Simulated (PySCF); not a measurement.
# C₆ coefficients of unlike pairs at PBE0

Calculated with PySCF 2.14 from the dipole response of each species, C₆(A,B) = (3/π) ∫ α_A(iu) α_B(iu) du, in atomic units, from isotropic polarisabilities. For ions this is the dispersion term alone; charge-induced terms of lower order in 1/R come first.

```json
{"species": "Sn", "configuration": "[Kr] 4d10 5s2 5p2 (3P)", "basis": "aug-cc-pVTZ-DK3 (8s7p5d2f)", "relativity": "spin-free X2C", "α (bohr³)": "58.69", "C₆ (like pair)": "636.6"}
{"species": "Cu²⁺", "configuration": "[Ar] 3d9 (2D)", "basis": "def2-QZVPPD (11s6p5d4f2g)", "relativity": "none", "α (bohr³)": "2.897", "C₆ (like pair)": "7.828"}
{"species": "Mg", "configuration": "[Ne] 3s2 (1S)", "basis": "aug-cc-pVTZ (6s5p3d2f)", "relativity": "none", "α (bohr³)": "75.23", "C₆ (like pair)": "677.7"}
{"species": "Li⁺", "configuration": "1s2 (1S)", "basis": "aug-cc-pVTZ (5s4p3d2f)", "relativity": "none", "α (bohr³)": "0.1346", "C₆ (like pair)": "0.03077"}
```

Task: Estimate C₆ for Cu²⁺ with Sn.

Result: The integral gives 54.59. The combination rule 2 C_A C_B / (C_A α_B/α_A + C_B α_A/α_B) gives 52.46 and the geometric mean 70.59.

No spin-orbit coupling is included.

The other pairs:

```csv
pair,C₆
"Mg, Sn",636.6
"Li⁺, Cu²⁺",0.4817
"Li⁺, Mg",2.324
"Mg, Cu²⁺",45.99
"Li⁺, Sn",2.909
```
